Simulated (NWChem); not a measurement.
Species: WH6O; SMILES [WH5][OH]

def2 effective core potentials on W; no spin-orbit coupling.

Q: Give the equilibrium geometry at PBE0/def2-SVP with def2 effective core potentials on W (NWChem) as a Z-matrix, with the point group.

A: point group Cs; any orientation.
```
W
O 1 1.8683
H 2 0.9633 1 131.31
H 1 1.6517 2 83.17 3 0.00
H 1 1.6797 4 60.87 2 -140.93
H 1 1.6797 4 60.87 5 -78.15
H 1 1.7032 4 117.20 5 -108.90
H 1 1.7032 4 117.20 5 30.75
```
